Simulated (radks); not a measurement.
Coulomb parameter of the 4d shell of the ruthenium ion Ru2+ in the model configuration [Kr] 4d4 5p2, as a second difference U = [E(n + 1) + E(n - 1) - 2 E(n)] / (1)^2 with all orbitals relaxed. "Bare": the charge of the atom changes with n. "Screened": the 5p shell takes up the change at fixed total charge, which measures U(4d,4d) + U(5p,5p) - 2 U(4d,5p). Calculated with a radial shooting solver on a logarithmic mesh with Libxc functionals: scalar-relativistic Kohn-Sham, PBEsol, spin-unpolarised, spherical densities, finite nucleus; Fermi nuclear charge, rms radius 4.4809 fm.

start: configuration [Kr] 4d4 5p2; E - E(n) (eV) 0.000
bare +1: configuration [Kr] 4d5 5p2; E - E(n) (eV) -26.921
bare -1: configuration [Kr] 4d3 5p2; E - E(n) (eV) 40.028
screened +1: configuration [Kr] 4d5 5p1; E - E(n) (eV) -14.731
screened -1: configuration [Kr] 4d3 5p3; E - E(n) (eV) 17.643

U(bare) = 13.107 eV, U(screened by 5p) = 2.912 eV, against the Slater integral F0(4d,4d) = 17.481 eV with frozen orbitals.
